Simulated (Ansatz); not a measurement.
```yaml
crystal:
  periodic: [false, false, false]
  atoms:
    - {symbol: N, position_ang: [1.212096, 0.341046, 1.071065]}
    - {symbol: C, position_ang: [0.489654, -0.544211, 0.521329]}
    - {symbol: N, position_ang: [0.630890, -1.869110, 0.806098]}
    - {symbol: O, position_ang: [-0.474500, -0.368610, -0.418814]}
    - {symbol: Si, position_ang: [-0.867953, 1.106936, -1.079175]}
    - {symbol: H, position_ang: [1.040363, 1.277499, 0.723303]}
    - {symbol: H, position_ang: [1.467446, -2.077107, 1.629322]}
    - {symbol: H, position_ang: [1.167446, -2.077107, 1.629322]}
    - {symbol: H, position_ang: [-1.336432, 2.041087, -0.024968]}
    - {symbol: H, position_ang: [0.305354, 1.695820, -1.770975]}
    - {symbol: H, position_ang: [-1.952898, 0.806953, -2.036920]}
basis:
  gaussian: {orbitals: ANO-RCC-VTZP}
hamiltonian: {xc: {name: wB97X-V}}
```

```sh
$ ansatz run in.yaml --threads 4 --pin off --events-out ev --progress --plain --max-ram 10444MiB
```

It prints (some lines left out):

```
Functional definition: wB97X-V
1589 factors; their error is unknown
427 factors; integrals over basis functions are off by at most 9.8e-6 eV
mean field evaluation 1: about -14034.1935 eV, gradient 5.7e1 eV
mean field evaluation 2: about -14035.3832 eV, gradient 5.3e1 eV
mean field evaluation 4: about -14040.0474 eV, gradient 2.8e0 eV
mean field evaluation 8: about -14040.0731 eV, gradient 6.1e-2 eV
mean field evaluation 16: about -14040.1100 eV, gradient 6.0e-5 eV
mean field -14040.11003937 eV, -515.9645272184 hartree, gradient 1.9e-5 eV, S^2 0.000000; 0 other end points of the search recorded, 0 dependent functions left out
reference -14040.11003625 eV, -515.9645271036 hartree; 24, 24 occupied and 214, 214 virtual orbitals, 1589 factors
Total energy: -14040.11003625 eV, -515.9645271036 hartree
Relativity: scalar
```

Problem. Something in this input is off. What?

Solution. One atom was put on top of another. Self-consistency was reached. The result belongs to that input, not to the molecule as meant.
